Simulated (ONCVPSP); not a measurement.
**What the settings do to the ONCV potential of Pb (Z = 82)**

Base potential:

ONCVPSP 4.0.1 input, shortened (lines: element, Z, core and valence counts, functional; n l f; lmax; l rc ep ncon nbas qcut; lloc lpopt rc5 dvloc0; l nproj debl; icmod fcfact rcfact), PBE, scalar-relativistic:

```
  Pb 82.00   12    3        4      upf
    1    0    2.00
    2    0    2.00
    2    1    6.00
    3    0    2.00
    3    1    6.00
    3    2   10.00
    4    0    2.00
    4    1    6.00
    4    2   10.00
    4    3   14.00
    5    0    2.00
    5    1    6.00
    5    2   10.00
    6    0    2.00
    6    1    2.00
    2
    0    1.80    0.00    4    8    3.00
    1    2.55    0.00    4    7    3.80
    2    1.95    0.00    4    9    9.00
    4    5    1.55    0.00
    0    2    3.50
    1    2    3.30
    2    2    1.00
    2    0.70    1.10
```

Cutoffs, loose and tight: the cutoffs (Ha) at which the residual kinetic energy of the hardest occupied pseudo-wave falls to 1 and 0.1 mHa per electron. They do not see the model core or the augmentation charge, which bear on the density cutoff. Test errors are all-electron minus pseudo excitation energies from the reference, over the configurations 5d10 6s2 6p1; 5d10 6s2 6p0; 5d10 6s1 6p0; 5d9 6s2 6p2. A dash means not determined; rows that change the core or the reference have their own tests. The largest error is taken over the tests solved by every variant that gives reliable tests at all: 5d10 6s2 6p0; 5d10 6s2 6p1; 5d9 6s2 6p2.

A true bound ghost makes a file unfit for plane-wave use even where its test errors are small: the radial tests pick states by their node count and pass the ghost by.

```csv
change,outcome,"cutoff, loose","cutoff, tight",bound ghosts,GHOST(+) flags above zero,largest test error (meV)
base,generated,25 Ha,35 Ha,none,"s, p",-116
"local potential polynomial inside 1.35 bohr (lpopt 2, dvloc0 4 Ha)",generated,25 Ha,35 Ha,none,s,-122
p: rc 3.22,generated,25 Ha,35 Ha,none,"s, p",-88
"all radii but the core radius scaled by about 1.20 (s 2.16, p 3.06, d 2.34 bohr); local potential polynomial inside 1.86 bohr (lpopt 5, dvloc0 0 Ha)",generated,22 Ha,35 Ha,none,"s, p",-65
p: debl 2.65,generated,25 Ha,35 Ha,none,"s, p",-117
s: qcut 3.9; p: qcut 5; d: qcut 11.8,"failed: ERROR pspot: first pseudo wave function has node, program will stop",–,–,–,–,–
p: rc 2.98,generated,25 Ha,35 Ha,none,"s, p",-102
p: qcut 3.4,generated,25 Ha,35 Ha,none,"s, p",-110
functional LDA (Perdew-Zunger),generated,25 Ha,35 Ha,none,"s, p",-156
p: nproj 1,generated,25 Ha,35 Ha,p,s,4 of 4 tests not solved or not reliable
"core correction Teter function fitted to the true core (icmod 2), fcfact 0.2",generated,25 Ha,35 Ha,none,"s, p",-113
```
